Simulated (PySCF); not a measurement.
diphosphane (H4P2), SMILES PP. Geometry: B3LYP-D3(BJ)/def2-TZVP.

TDA-PBE/def2-TZVPD in PySCF puts the lowest singlet excitations at 5.18, 5.28, 5.69, 5.74, 6.61, 6.98 eV.

### Question
What are the lowest excitation roots from ADC(2)/aug-cc-pVDZ (PySCF)? (An estimate is asked for; the answer gives what the named calculation found.)

### Answer
5.54, 5.67, 6.29, 6.68, 6.91, 7.01 eV. S1 differs by 0.36 eV (second minus first; roots are paired by order, and the bases may differ).
